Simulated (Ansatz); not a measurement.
Cost and result up the ladder for (OH)3Si-NH-SiH3 (Si₂NO₃H₇) (13 atoms). The state is a singlet with charge 0. Geometry: PBE0-D4/def2-SVP.

| atom | x (Å) | y (Å) | z (Å) |
| --- | --- | --- | --- |
| Si1 | -1.018 | 0.179 | 0.162 |
| O2 | -0.427 | 1.707 | -0.097 |
| O3 | -2.094 | -0.075 | -1.066 |
| O4 | -1.865 | -0.048 | 1.558 |
| N5 | 0.346 | -0.861 | 0.246 |
| Si6 | 1.962 | -0.493 | -0.290 |
| H7 | 0.197 | 2.045 | 0.552 |
| H8 | -1.879 | 0.340 | -1.906 |
| H9 | -2.803 | 0.157 | 1.496 |
| H10 | 0.205 | -1.767 | 0.683 |
| H11 | 2.567 | 0.649 | 0.468 |
| H12 | 2.803 | -1.706 | -0.066 |
| H13 | 2.007 | -0.126 | -1.739 |

Ansatz; hardware A = 2 threads of AMD EPYC 7R13 on a shared host; B = 2 threads of AMD EPYC 7R13 on a shared host and a share (18 GiB) of an NVIDIA H100 80GB HBM3. Times are rough, and most runs start from the orbitals of an earlier one. PBE0-D4/def2-TZVPD serves as the yardstick here, not as an exact answer. Differences are given only for rows in sets of like size (and for xTB, whose basis is part of the method), since another set adds its own error. Binding counts from free atoms at the same level (Si triplet, O triplet, N quartet, H doublet; other spins of the atoms weren't run), without zero-point energy or a counterpoise term.

LC-ωPBE has ω = 0.4 bohr⁻¹. B3LYP takes the VWN-RPA correlation. Correlated methods freeze 14 core orbitals.

Correlated methods converge slowly with the basis.

```json
{"level": "HF/STO-3G [A]", "functions": "45", "wall time": "0.25 s", "binding energy per atom (eV)": "2.75", "difference from PBE0-D4/def2-TZVPD (eV)": "–"}
{"level": "HF/6-31G [A]", "functions": "76", "wall time": "0.55 s", "binding energy per atom (eV)": "2.17", "difference from PBE0-D4/def2-TZVPD (eV)": "–"}
{"level": "PBE0-D4/def2-TZVPD [B]", "functions": "306", "wall time": "1.4 s", "binding energy per atom (eV)": "3.86", "difference from PBE0-D4/def2-TZVPD (eV)": "0.00"}
{"level": "PBE-D4/def2-TZVPD [B]", "functions": "306", "wall time": "1.5 s", "binding energy per atom (eV)": "3.94", "difference from PBE0-D4/def2-TZVPD (eV)": "0.08"}
{"level": "B3LYP-D4/6-31G [A]", "functions": "76", "wall time": "1.5 s", "binding energy per atom (eV)": "3.40", "difference from PBE0-D4/def2-TZVPD (eV)": "–"}
{"level": "PBE-D4/def2-SVP [A]", "functions": "127", "wall time": "1.6 s", "binding energy per atom (eV)": "3.89", "difference from PBE0-D4/def2-TZVPD (eV)": "–"}
{"level": "LC-ωPBE/def2-TZVPD [B]", "functions": "306", "wall time": "1.7 s", "binding energy per atom (eV)": "3.87", "difference from PBE0-D4/def2-TZVPD (eV)": "0.02"}
{"level": "PBE0-D4/def2-SVP [A]", "functions": "127", "wall time": "2 s", "binding energy per atom (eV)": "3.80", "difference from PBE0-D4/def2-TZVPD (eV)": "–"}
{"level": "PBE-D4/def2-TZVP [A]", "functions": "240", "wall time": "2.9 s", "binding energy per atom (eV)": "3.93", "difference from PBE0-D4/def2-TZVPD (eV)": "0.08"}
{"level": "revPBE-D4/def2-TZVP [A]", "functions": "240", "wall time": "3 s", "binding energy per atom (eV)": "3.83", "difference from PBE0-D4/def2-TZVPD (eV)": "-0.02"}
{"level": "BLYP-D4/def2-TZVP [A]", "functions": "240", "wall time": "3.2 s", "binding energy per atom (eV)": "3.90", "difference from PBE0-D4/def2-TZVPD (eV)": "0.04"}
{"level": "CCSD(T)/def2-TZVP [B]", "functions": "240", "wall time": "4.1 s", "binding energy per atom (eV)": "3.76", "difference from PBE0-D4/def2-TZVPD (eV)": "-0.10"}
{"level": "PBE0-D4/def2-TZVP [A]", "functions": "240", "wall time": "4.7 s", "binding energy per atom (eV)": "3.85", "difference from PBE0-D4/def2-TZVPD (eV)": "0.00"}
{"level": "r2SCAN-D4/def2-TZVP [A]", "functions": "240", "wall time": "5.5 s", "binding energy per atom (eV)": "3.90", "difference from PBE0-D4/def2-TZVPD (eV)": "0.04"}
```
